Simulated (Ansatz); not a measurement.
Sn18H28, 46 atoms. Hardware: 4 threads of AMD EPYC 7R13 on a shared host and a share (37 GiB) of an NVIDIA H100 80GB HBM3.

In the def2 sets Sn takes a core potential; there is no spin–orbit coupling. Correlated methods freeze 72 core orbitals; core or outer-core shells of Sn are correlated, in sets that lack core-valence functions. Single mean-field runs in def2-SVP, def2-TZVP are fitted with def2-universal-jkfit.

(1) How many basis functions does each of these Ansatz runs have, and roughly what does it cost? PBE-D4/def2-SVP, charge 0 singlet, energy and forces, from earlier orbitals; PBE0-D4/def2-SVP, charge 0 singlet, energy, from earlier orbitals; r2SCAN-D4/def2-SVP, charge 0 singlet, energy, from earlier orbitals; MP2/def2-SVP, charge 0 singlet, energy, from earlier orbitals; PBE0-D4/def2-TZVP, charge 0 singlet, energy, from earlier orbitals; PBE-D4/def2-TZVP, charge 0 singlet, energy, from earlier orbitals; PBE-QIDH/def2-SVP, charge 0 singlet, energy, from earlier orbitals; PBE-D4/def2-SVP, charge 0 singlet, relaxation, 12 steps.

## Answers

(1) Other jobs shared the machine, so times can vary by a factor of up to 3.

```csv
run,functions,fitting or Cholesky vectors,wall time,peak host memory (GiB)
"r2SCAN-D4/def2-SVP, charge 0 singlet, energy, from earlier orbitals",608,4428,8 s,1.2
"PBE-D4/def2-SVP, charge 0 singlet, energy and forces, from earlier orbitals",608,4428,9 s,1.3
"PBE-QIDH/def2-SVP, charge 0 singlet, energy, from earlier orbitals",608,4428,10 s,4.5
"PBE-D4/def2-TZVP, charge 0 singlet, energy, from earlier orbitals",1068,4428,14 s,1.3
"PBE0-D4/def2-SVP, charge 0 singlet, energy, from earlier orbitals",608,4428,18 s,1.2
"PBE0-D4/def2-TZVP, charge 0 singlet, energy, from earlier orbitals",1068,4428,19 s,1.3
"MP2/def2-SVP, charge 0 singlet, energy, from earlier orbitals",608,7584,23 s,1.8
"PBE-D4/def2-SVP, charge 0 singlet, relaxation, 12 steps",608,4428,64 s,1.3
```
